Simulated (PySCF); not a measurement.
FH₃OS₂Si, SMILES O[Si](F)(S)S. Atoms are numbered in the order given.

```xyz
8

O     -0.2914    -0.7264     1.7209
Si    -0.2758    -0.1362     0.1634
F     -1.7673    -0.3334    -0.4783
S      1.2356    -1.2445    -0.8471
S      0.0591     1.9650    -0.0574
H     -1.0012    -0.3666     2.2842
H      1.0667    -2.3185    -0.0228
H      1.3173     1.8766     0.4595
```
Charge 0, spin multiplicity 1.

Coordinates come from a PBE-D3(BJ)/def2-SVP optimisation. This is a generated structure with no PubChem entry under its InChIKey; it may be hypothetical. The values are those of a single conformer.

All values below come from PySCF with TDDFT-PBE/def2-SVPD.

Vertical excitations. The molecule is in vacuum.

Computed lowest excited states:
```
state  energy (eV)  λ (nm)      f                                              main pairs
-----  -----------  ------  -----  ------------------------------------------------------
S1            5.65     219  0.033                                          HOMO→LUMO 95 %
S2            5.82     213  0.027                                        HOMO−1→LUMO 82 %
S3            5.84     212  0.001                                        HOMO→LUMO+1 85 %
S4            6.01     206  0.007                                      HOMO−1→LUMO+1 90 %
S5            6.08     204  0.012                                        HOMO→LUMO+2 88 %
S6            6.22     199  0.005                                      HOMO−1→LUMO+2 96 %
S7            6.59     188  0.006                                        HOMO→LUMO+3 90 %
S8            6.77     183  0.001                                      HOMO−1→LUMO+3 87 %
S9            6.98     178  0.007  HOMO→LUMO+4 64 %, HOMO−1→LUMO+4 20 %, HOMO−2→LUMO 12 %
S10           7.04     176  0.067                    HOMO−2→LUMO 68 %, HOMO−1→LUMO+4 15 %
T1            5.43     228      0                                          HOMO→LUMO 95 %
T2            5.54     224      0                                        HOMO→LUMO+1 82 %
T3            5.60     221      0                                        HOMO−1→LUMO 83 %
T4            5.63     220      0                    HOMO→LUMO+2 54 %, HOMO−1→LUMO+1 39 %
```
Triplets are in the Tamm–Dancoff approximation, which puts them higher than full response would, so one can lie above its singlet here.
